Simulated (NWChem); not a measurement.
GaSiH5; SMILES [SiH3][GaH2]

```xyz
7

Ga     0.0009     0.8269    -0.0018
H     -1.3653     1.6311     0.0123
H      1.3478     1.6624     0.0116
Si     0.0017    -1.6063    -0.0021
H     -0.2839    -2.0946     1.3797
H      1.3067    -2.1883    -0.4232
H     -1.0579    -2.1570    -0.8943
```
Atoms are numbered in this order, from 1.

Computed with NWChem. The geometry was optimised at B3LYP/6-31G* (spherical d). Ions are spin-unrestricted doublets at the neutral geometry; other ion states weren't tried.

Problem. What does the run give for B3LYP/def2-SVP? Quantities: vertical ionisation energy, ΔSCF (eV); −ε(HOMO) (eV).

Solution. 
- vertical ionisation energy, ΔSCF (eV) = 9.77
- −ε(HOMO) (eV) = 7.42
